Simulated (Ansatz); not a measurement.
Ansatz (an electronic-structure program) input for C8H5N5, SMILES C1=CC2=NC=NC3=CC=NC(=N1)N32, PBE0-D3(BJ)/def2-SVP. 

Ansatz 0.2 input:
```yaml
crystal:
  periodic: [false, false, false]
  atoms:
    - {symbol: C, position_ang: [0.00000000, 2.30667806, -1.41089587]}
    - {symbol: C, position_ang: [0.00000000, 2.39682091, -0.01691225]}
    - {symbol: C, position_ang: [0.00000000, 1.20903408, 0.73830077]}
    - {symbol: N, position_ang: [0.00000000, 1.19905562, 2.08818634]}
    - {symbol: C, position_ang: [0.00000000, -0.00000021, 2.67598554]}
    - {symbol: N, position_ang: [0.00000000, -1.19905594, 2.08818614]}
    - {symbol: C, position_ang: [0.00000000, -1.20903421, 0.73830057]}
    - {symbol: C, position_ang: [0.00000000, -2.39682091, -0.01691262]}
    - {symbol: C, position_ang: [0.00000000, -2.30667784, -1.41089623]}
    - {symbol: N, position_ang: [0.00000000, -1.16044070, -2.09694143]}
    - {symbol: C, position_ang: [0.00000000, 0.00000011, -1.42206061]}
    - {symbol: N, position_ang: [0.00000000, 1.16044103, -2.09694125]}
    - {symbol: N, position_ang: [0.00000000, -0.00000000, 0.01020994]}
    - {symbol: H, position_ang: [0.00000000, 3.23123585, -2.01641688]}
    - {symbol: H, position_ang: [0.00000000, 3.34931907, 0.52613698]}
    - {symbol: H, position_ang: [0.00000000, -0.00000030, 3.78220690]}
    - {symbol: H, position_ang: [0.00000000, -3.34931916, 0.52613645]}
    - {symbol: H, position_ang: [0.00000000, -3.23123554, -2.01641738]}
basis:
  gaussian:
    orbitals: def2-SVP
hamiltonian:
  xc: pbe0
  dispersion: d3bj
relax: {f_tol: 0.002, max_steps: 200}
```

Output:

```
WARN ansatz: RAYON_NUM_THREADS=2 ignored (pool sized by the plan → 2); use --threads N
Functional definition: PBE0
integrals: 0.37 GiB planned
2442 factors; integrals over basis functions are off by at most 4.8e-4 eV
mean field: 1.75 GiB planned
mean field evaluation 1: about -15787.2868 eV, gradient 6.6e1 eV
mean field evaluation 2: about -15780.9733 eV, gradient 8.7e1 eV
mean field evaluation 4: about -15796.8852 eV, gradient 6.5e0 eV
mean field evaluation 8: about -15797.1309 eV, gradient 4.3e-1 eV
mean field evaluation 16: about -15797.1313 eV, gradient 4.2e-5 eV
mean field -15797.13133177 eV, -580.5338687625 hartree, gradient 4.2e-5 eV, S^2 0.000000; 0 other end points of the search recorded, 0 dependent functions left out
the calculation of the forces begins
reference -15797.13136445 eV, -580.5338699632 hartree; 44, 44 occupied and 163, 163 virtual orbitals, 2442 factors
relax step   1: F+E_penalty+E_count = -15797.70243106 eV  Δ(F+E_penalty+E_count) = +0.000e0 eV  max|allowed force component| = 6.711e-1 eV/Å  Δτ_max = 0.0000 Å  (32 SCF iters, accepted)
these checks for a lower state are left out or cut short: starts, cluster_reference, orbital_swaps, neighbouring_geometries, increment
integrals: 0.37 GiB planned
2442 factors; integrals over basis functions are off by at most 4.7e-4 eV
mean field: 1.75 GiB planned
mean field -15797.19294889 eV, -580.5361331497 hartree, gradient 1.5e-5 eV, S^2 0.000000; 0 other end points of the search recorded, 0 dependent functions left out
the calculation of the forces begins
reference -15797.19298139 eV, -580.5361343440 hartree; 44, 44 occupied and 163, 163 virtual orbitals, 2442 factors
relax step   2: F+E_penalty+E_count = -15797.76594771 eV  Δ(F+E_penalty+E_count) = -6.352e-2 eV  max|allowed force component| = 2.308e-1 eV/Å  Δτ_max = 0.0251 Å  (35 SCF iters, accepted)
these checks for a lower state are left out or cut short: starts, cluster_reference, orbital_swaps, neighbouring_geometries, increment
integrals: 0.37 GiB planned
2442 factors; integrals over basis functions are off by at most 4.6e-4 eV
mean field: 1.75 GiB planned
mean field evaluation 32: about -15797.1975 eV, gradient 2.3e-5 eV
mean field -15797.19745315 eV, -580.5362986783 hartree, gradient 2.3e-5 eV, S^2 0.000000; 0 other end points of the search recorded, 0 dependent functions left out
the calculation of the forces begins
reference -15797.19748560 eV, -580.5362998707 hartree; 44, 44 occupied and 163, 163 virtual orbitals, 2442 factors
relax step   3: F+E_penalty+E_count = -15797.77103512 eV  Δ(F+E_penalty+E_count) = -5.087e-3 eV  max|allowed force component| = 5.115e-2 eV/Å  Δτ_max = 0.0073 Å  (30 SCF iters, accepted)
these checks for a lower state are left out or cut short: starts, cluster_reference, orbital_swaps, neighbouring_geometries, increment
integrals: 0.37 GiB planned
2442 factors; integrals over basis functions are off by at most 4.6e-4 eV
mean field: 1.76 GiB planned
mean field -15797.19752606 eV, -580.5363013577 hartree, gradient 7.5e-5 eV, S^2 0.000000; 0 other end points of the search recorded, 0 dependent functions left out
the calculation of the forces begins
reference -15797.19755851 eV, -580.5363025502 hartree; 44, 44 occupied and 163, 163 virtual orbitals, 2442 factors
relax step   4: F+E_penalty+E_count = -15797.77113149 eV  Δ(F+E_penalty+E_count) = -9.637e-5 eV  max|allowed force component| = 2.078e-2 eV/Å  Δτ_max = 0.0006 Å  (26 SCF iters, accepted)
these checks for a lower state are left out or cut short: starts, cluster_reference, orbital_swaps, neighbouring_geometries, increment
integrals: 0.37 GiB planned
2442 factors; integrals over basis functions are off by at most 4.6e-4 eV
mean field: 1.75 GiB planned
mean field -15797.19753357 eV, -580.5363016336 hartree, gradient 5.3e-5 eV, S^2 0.000000; 0 other end points of the search recorded, 0 dependent functions left out
the calculation of the forces begins
reference -15797.19756602 eV, -580.5363028263 hartree; 44, 44 occupied and 163, 163 virtual orbitals, 2442 factors
relax step   5: F+E_penalty+E_count = -15797.77114970 eV  Δ(F+E_penalty+E_count) = -1.821e-5 eV  max|allowed force component| = 1.386e-3 eV/Å  Δτ_max = 0.0004 Å  (25 SCF iters, accepted)
integrals: 0.37 GiB planned
2442 factors; integrals over basis functions are off by at most 4.6e-4 eV
mean field: 1.75 GiB planned
mean field evaluation 64: about -15797.1975 eV, gradient 5.3e-5 eV
mean field -15797.19753357 eV, -580.5363016336 hartree, gradient 5.3e-5 eV, S^2 0.000000; 1 other end points of the search recorded, 0 dependent functions left out
the calculation of the forces begins
reference -15797.19756602 eV, -580.5363028263 hartree; 44, 44 occupied and 163, 163 virtual orbitals, 2442 factors
Total energy: -15797.77118216 eV, -580.5573828304 hartree
Atom 0 at    -0.000000     2.288315    -1.398994 Å, force    -0.000000     0.000526    -0.000141 eV/Å
Atom 1 at     0.000000     2.380036    -0.015204 Å, force     0.000000     0.000162     0.001047 eV/Å
Atom 2 at     0.000000     1.198631     0.729930 Å, force     0.000000    -0.000667    -0.000659 eV/Å
Atom 3 at     0.000000     1.185848     2.068036 Å, force     0.000000     0.000625    -0.000252 eV/Å
Atom 4 at     0.000000    -0.000000     2.653193 Å, force     0.000000    -0.000000    -0.000033 eV/Å
Atom 5 at     0.000000    -1.185849     2.068036 Å, force    -0.000000    -0.000625    -0.000252 eV/Å
Atom 6 at     0.000000    -1.198631     0.729930 Å, force     0.000000     0.000667    -0.000659 eV/Å
Atom 7 at    -0.000000    -2.380036    -0.015205 Å, force     0.000000    -0.000162     0.001047 eV/Å
Atom 8 at     0.000000    -2.288315    -1.398995 Å, force    -0.000000    -0.000526    -0.000141 eV/Å
Atom 9 at     0.000000    -1.150456    -2.074657 Å, force     0.000000     0.000134    -0.000638 eV/Å
Atom 10 at     0.000000     0.000000    -1.405828 Å, force    -0.000000    -0.000000     0.001386 eV/Å
Atom 11 at     0.000000     1.150456    -2.074656 Å, force     0.000000    -0.000134    -0.000638 eV/Å
Atom 12 at     0.000000     0.000000     0.009115 Å, force    -0.000000     0.000000     0.000069 eV/Å
Atom 13 at    -0.000000     3.204307    -2.001902 Å, force    -0.000000    -0.000150    -0.000015 eV/Å
Atom 14 at    -0.000000     3.325268     0.523876 Å, force    -0.000000    -0.000171    -0.000340 eV/Å
Atom 15 at    -0.000000    -0.000000     3.750606 Å, force    -0.000000     0.000000     0.000575 eV/Å
Atom 16 at    -0.000000    -3.325268     0.523876 Å, force    -0.000000     0.000171    -0.000340 eV/Å
Atom 17 at    -0.000000    -3.204306    -2.001903 Å, force     0.000000     0.000150    -0.000015 eV/Å
Dipole moment:    -0.000000    -0.000000     0.254838 e Å
```

Self-consistency was reached.
